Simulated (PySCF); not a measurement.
## Exercise with solution: oscillator strength and radiative lifetime

Al(Cl)(OH)2 (AlClH₂O₂), SMILES [OH][Al]([OH])[Cl].

Geometry optimised at PBE0-D3(BJ)/def2-SVP. The values are those of a single conformer.

TDDFT-M06-2X/def2-SVPD (PySCF) puts the first singlet state with f over 0.02 at 7.29 eV (vertical), with the transition dipole (0.394, 0.171, 0.000) in atomic units.

Problem. Find the oscillator strength, the wavelength and the radiative lifetime that this transition would have in vacuum if emission retraced absorption.

Solution. 
|μ|² = 0.1845 au, so |μ| = 1.09 D. ΔE = 7.29/27.211 = 0.2679 hartree. f = (2/3) ΔE |μ|² = 0.033 (the program prints 0.033).
λ = 1239.84/7.29 = 170 nm; ν = 58798 cm⁻¹.
Einstein's coefficient A = 0.6670 ν² f s⁻¹ (ν in cm⁻¹) = 7.6e7 s⁻¹, so τ = 1/A = 13 ns. This state is S1. The figure is the radiative limit of this one transition; relaxation, internal conversion, crossing to triplets and a medium change what is measured.
